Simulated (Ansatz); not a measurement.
A nudged elastic band was laid between two geometries of AlH4NOSi (8 atoms, charge 0, multiplicity 1).

Method: Ansatz 0.2.0, RKS LDA/STO-3G.

```json
{
  "movable images": "5",
  "climbing image": "yes",
  "spring": "2.0 to 10.0 eV/Å², energy-weighted",
  "optimiser": "quadratic models (default)",
  "start path": "through a guess of the saddle point",
  "force threshold": "0.05 eV/Å",
  "iteration limit": "60",
  "end points": "relaxed"
}
```

Image 0:

```xyz
8
Properties=species:S:1:pos:R:3
N -0.588 0.559 -0.573
Al 0.366 1.178 0.751
O 0.988 -0.413 1.069
Si 0.044 -1.044 -0.252
H -1.251 0.861 -1.313
H 0.607 2.501 1.412
H 0.854 -1.645 -1.311
H -0.929 -2.054 0.162
```

Image 6:

```xyz
8
Properties=species:S:1:pos:R:3
N -0.406 0.875 -0.175
Al 1.470 1.196 1.012
O 1.480 -0.598 0.833
Si 0.099 -0.870 -0.039
H -0.461 1.245 -1.159
H -1.337 1.102 0.259
H 0.238 -1.405 -1.397
H -0.992 -1.602 0.611
```

Task: What changes between the two ends?

Result: Bonds broken: Al2–H6. Bonds formed: N1–H6.

Task: What energy profile does the band end with?

Result: The run converged. The highest image is number 3 of 0 to 6, 3.50 eV above the first end and 1.94 eV above the last; the last end lies 1.56 eV above the first. Neighbouring images differ by up to 1.5 eV, so the band resolves the path poorly. Another band between the same ends (5 images) ends at a top of the same energy, where a vibrational analysis finds 1 clearly imaginary mode. The orbitals stay closed-shell, which can raise the energy where a bond breaks towards radicals; this wasn't checked here. Limits of this set-up: minimal basis.

| image | path coordinate (Å) | energy (eV) | Al2–H6 (Å) | N1–H6 (Å) |
| --- | --- | --- | --- | --- |
| 0 | 0.00 | 0.00 | 1.50 | 3.02 |
| 1 | 1.76 | 1.47 | 1.48 | 2.40 |
| 2 | 2.24 | 2.86 | 1.51 | 1.90 |
| 3 | 2.59 | 3.50 | 1.61 | 1.51 |
| 4 | 2.88 | 2.93 | 1.80 | 1.21 |
| 5 | 3.25 | 1.97 | 2.23 | 1.06 |
| 6 | 4.01 | 1.56 | 2.91 | 1.05 |

Task: What is the geometry of the highest image?

Result: 
```xyz
8
Properties=species:S:1:pos:R:3:forces:R:3
N -0.258 0.822 -0.484 0.01 0.00 0.00
Al 0.922 1.245 0.986 0.01 0.02 0.01
O 1.398 -0.452 0.867 0.01 -0.01 0.00
Si 0.112 -0.907 -0.164 -0.03 0.00 -0.01
H -0.881 1.153 -1.276 0.00 -0.01 -0.01
H -0.676 1.412 0.840 -0.01 0.00 0.00
H 0.431 -1.703 -1.356 0.00 0.01 -0.01
H -0.956 -1.626 0.531 0.00 0.00 0.00
```

Run time: 51 s on 1 CPU thread of a shared host.
